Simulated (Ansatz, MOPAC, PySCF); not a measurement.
Torsion H3–Si1–P2–H6 in silylphosphine (SMILES [SiH3]P); at each angle all else is relaxed with GFN2-xTB, and the levels are single points there.
Geometry at 40° (charge 0, multiplicity 1):
```xyz
7

Si    -0.8288     0.0655    -0.0314
P      1.4067     0.0500    -0.0743
H     -1.4281    -0.9035    -0.9523
H     -1.2474     1.4149    -0.4080
H     -1.2339    -0.2460     1.3384
H      1.5175    -0.0995    -1.4446
H      1.5348    -1.3102     0.1413
```

On the grid 0° to 120°, 100° is the highest and 40° the lowest point at wB97M-V/def2-TZVPP.

Rows in 3-21G, 6-31G*, LANL2DZ carry no dispersion term and start afresh at each structure (6-31G* with six Cartesian d functions). MP2/6-31G* freezes PySCF's default core. LANL2DZ brings its own core potentials from Na on. The state that AM1, PM6 reach isn't checked.

Run with Ansatz (a first-principles code); MOPAC for AM1, PM6 (differences of heats of formation); PySCF for 3-21G rows, 6-31G* rows, LANL2DZ rows, the dispersion terms. Values without a source in brackets are computed.

Other levels give for the energy at 100° less that at 40°: PBE/def2-TZVPP 5.6; B3LYP/def2-TZVPP 5.7; B3LYP-D3(BJ)/def2-TZVPP 5.8; wB97M-V/def2-TZVPP 5.8 kJ/mol.

What do these common cheap choices give for the same quantity: AM1, PM6, HF/3-21G, HF/6-31G*, B3LYP/6-31G*, B3LYP/LANL2DZ, M06-2X/6-31G*, MP2/6-31G*?

AM1 0.2; PM6 7.1; HF/3-21G 4.7; HF/6-31G* 5.9; B3LYP/6-31G* 5.8; B3LYP/LANL2DZ 5.0; M06-2X/6-31G* 5.8; MP2/6-31G* 6.4 kJ/mol. They span 0.2 to 7.1 kJ/mol.
